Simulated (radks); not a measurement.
Task: Species: W. Configuration: [Xe] 4f14 5d5.5 6s0.5 (fractional occupations, a model configuration). Method: scalar-relativistic Kohn-Sham, PBE, spin-unpolarised, spherical densities, point nucleus; computed with a radial shooting solver on a logarithmic mesh with Libxc functionals. Some entries of the table are withheld. Estimate them.

| orbital | occ. | eigenvalue (eV) | r(max) (bohr) |
|---|---|---|---|
| 1s | 2 | -69495.67 | 0.01145 |
| 2s | 2 | -11992.32 | 0.06566 |
| 2p | 6 | -10486.34 | 0.05388 |
| 3s | 2 | -2759.788 | 0.1852 |
| 3p | 6 | -2313.890 | (1) |
| 3d | 10 | -1801.395 | 0.1494 |
| 4s | 2 | -567.1443 | (2) |
| 4p | 6 | -420.9069 | 0.4412 |
| 4d | 10 | -235.6414 | 0.4522 |
| 5s | 2 | -76.3273 | 0.9628 |
| 5p | 6 | -40.6524 | (3) |
| 4f | 14 | -30.4189 | 0.4287 |
| 6s | 0.5 | -4.9135 | 2.734 |
| 5d | 5.5 | -2.8445 | 1.530 |

Result: 
(1) 3p r(max) (bohr): 0.1834
(2) 4s r(max) (bohr): 0.4206
(3) 5p r(max) (bohr): 1.094
